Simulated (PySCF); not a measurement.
Krypton: a sound run and one with changed settings

Sound run: Kr(2+) [Ar] 3d10 4s2 4p4, Kr(3+) [Ar] 3d10 4s2 4p3. All numbers are calculated (PySCF 2.14, scalar relativity by spin-free X2C-1e, in Sapporo-DKH3-DZP-2012). In the sound run the correlated levels freeze [Ar] 3d10. The sound run starts from symmetry-adapted Hartree-Fock orbitals and uses a fine grid where one is needed.

A second run was set up differently.

| species | method | sound run (hartree) | changed run (hartree) | converged |
| --- | --- | --- | --- | --- |
| Kr(2+) | UHF | -2786.77248 | -2786.77248 | yes |
| Kr(2+) | LDA | -2784.65451 | -2784.65451 | yes |
| Kr(2+) | B3LYP | -2788.58517 | -2788.58517 | yes |
| Kr(2+) | MP2 | -2786.85048 | -2786.80599 | yes |
| Kr(2+) | CCSD(T) | -2786.86697 | -2786.86697 | yes |
| Kr(3+) | UHF | -2785.50708 | -2785.50708 | yes |
| Kr(3+) | LDA | -2783.33331 | -2783.33331 | yes |
| Kr(3+) | B3LYP | -2787.26769 | -2787.26769 | yes |
| Kr(3+) | MP2 | -2785.56927 | -2785.53347 | yes |
| Kr(3+) | CCSD(T) | -2785.58458 | -2785.58458 | yes |

Ionisation energy of Kr(2+):

```csv
method,sound run (eV),changed run (eV)
UHF,34.433,34.433
LDA,35.952,35.952
B3LYP,35.850,35.850
MP2,34.863,34.627
SCS-MP2,34.880,34.641
CCSD,34.886,34.886
CCSD(T),34.896,34.896
```

**Question.** What was changed?
A. angular grid far too coarse
B. level shift left on
C. all electrons correlated in a valence basis
D. too few SCF iterations

**Answer.** B. It used initial guess 1e, at most 50 SCF cycles, level shift 2.0 hartree. A level shift leaves the converged SCF energy unchanged but raises the virtual orbital energies, which shrinks MP2 if it is not removed.
